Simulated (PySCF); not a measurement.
Excitation energy of Si by level of theory

Si [Ne] 3s2 3p2 (3P) → Si [Ne] 3s1 3p3 (5S), as a difference of total energies. All numbers are calculated (PySCF 2.14, the non-relativistic Hamiltonian (point nucleus), in aug-cc-pV(T+d)Z (6s5p4d2f, 55 functions)). Correlated levels: valence: [Ne] frozen. The calculations carry no spin-orbit coupling.

```csv
method,excitation energy (eV)
UHF,2.622
LDA,4.296
PBE,4.213
PBE0,4.040
r2SCAN,3.624
PW91,4.215
wB97M-V,4.512
LC-wPBE,3.886
MP2 (valence),3.573
SCS-MP2 (valence),4.041
```

Task: How much does correlation contribute at MP2 (valence)?

Result: 3.573 − (2.622) = 0.951 eV, measured against UHF.

A first-order spin-orbit estimate (lowest level to lowest level, LS coupling) adds 0.016 eV.
